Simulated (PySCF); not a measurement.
## Correlation energy of As⁺ (arsenic, charge +1)

[Ar] 3d10 4s1 4p2 4d1, one real determinant (an excited configuration). Calculation: PySCF 2.14, in aug-cc-pVDZ-DK (6s5p3d, 36 functions); the spin-free X2C one-electron Hamiltonian (Gaussian nucleus). Frozen: [Ar] 3d10; 4 electrons correlated.

```
  level  correlation energy (mhartree)
   CCSD                         -33.00
    (T)                          -2.80
CCSD(T)                         -35.80
  CCSDT                         -36.31
```

Diagnostics: T1 = 0.021, D1 = 0.0565, largest double amplitude 0.483.

The real determinant used has ⟨L²⟩ near 8 against 12 for a pure F term, so it mixes terms. The outer electron is Rydberg-like, and this basis confines it to a smaller radius and binds it less than a complete one would. A double-excitation amplitude exceeds 0.15, a sign of near-degeneracy.

Cost of the coupled-cluster step: about 0.3 core-seconds, for 4 correlated electrons.

Iterations:

```
CC2 = 0
CCSD nocc = (np.int64(4), np.int64(0)), nmo = (22, 22)
frozen orbitals [[0, 1, 2, 3, 4, 5, 6, 7, 8, 9, 10, 11, 12, 13], [0, 1, 2, 3, 4, 5, 6, 7, 8, 9, 10, 11, 12, 13]]
max_cycle = 100
direct = 0
conv_tol = 1e-08
conv_tol_normt = 1e-06
diis_space = 8
diis_start_cycle = 0
Init t2, MP2 energy = -0.0116647326519505
Init E_corr(UCCSD) = -0.0116647326683898
cycle = 1  E_corr(UCCSD) = -0.0160768045177198  dE = -0.00441207185  norm(t1,t2) = 0.0510435
cycle = 2  E_corr(UCCSD) = -0.0181964516124338  dE = -0.00211964709  norm(t1,t2) = 0.0414948
cycle = 3  E_corr(UCCSD) = -0.0230708081656335  dE = -0.00487435655  norm(t1,t2) = 0.0381421
cycle = 4  E_corr(UCCSD) = -0.0325028348944638  dE = -0.00943202673  norm(t1,t2) = 0.030391
cycle = 5  E_corr(UCCSD) = -0.0314302883155031  dE = 0.00107254658  norm(t1,t2) = 0.0136524
cycle = 6  E_corr(UCCSD) = -0.0287495507658746  dE = 0.00268073755  norm(t1,t2) = 0.0170502
cycle = 7  E_corr(UCCSD) = -0.0325432414944176  dE = -0.00379369073  norm(t1,t2) = 0.0142566
cycle = 8  E_corr(UCCSD) = -0.0326606065762698  dE = -0.000117365082  norm(t1,t2) = 0.00237214
cycle = 9  E_corr(UCCSD) = -0.0330297038269534  dE = -0.000369097251  norm(t1,t2) = 0.00148404
cycle = 10  E_corr(UCCSD) = -0.0329900235080473  dE = 3.96803189e-05  norm(t1,t2) = 0.000167947
cycle = 11  E_corr(UCCSD) = -0.0329983678626934  dE = -8.34435465e-06  norm(t1,t2) = 2.4908e-05
cycle = 12  E_corr(UCCSD) = -0.0329963073587222  dE = 2.06050397e-06  norm(t1,t2) = 7.88564e-06
cycle = 13  E_corr(UCCSD) = -0.0329962761494475  dE = 3.12092747e-08  norm(t1,t2) = 7.17992e-07
cycle = 14  E_corr(UCCSD) = -0.0329962825754754  dE = -6.42602786e-09  norm(t1,t2) = 2.70124e-07
UCCSD converged
E(UCCSD) = -2257.957930488426  E_corr = -0.03299628257547538
UCCSD(T) correction = -0.00279520456702664
```

The reference is one real determinant that mixes LS terms of this configuration.
